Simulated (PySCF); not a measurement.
Harmonic spectrum computed at PBE0 in the def2-TZVP basis family (core potentials from Rb on, PySCF, no spin–orbit coupling):

```csv
symmetry,ω (cm⁻¹),"IR (km/mol, summed over degenerate members)"
e',442,13.0
e',839,462
a2'',892,329
e'',1069,0.0
a1',1643,0.0
a2'',1689,674
e',1928,326
a1',1954,0.0
```

**Question.** Which molecule gave it? In each, all ligands are bound to the one heavy central atom.
A. SbH₅ (singlet)
B. TeH₅ (doublet)
C. IH₅ (singlet)
D. BrH₅ (singlet)

**Answer.** A. It has D3h symmetry with Sb–H 1.710 Å (×3), Sb–H 1.771 Å (×2).
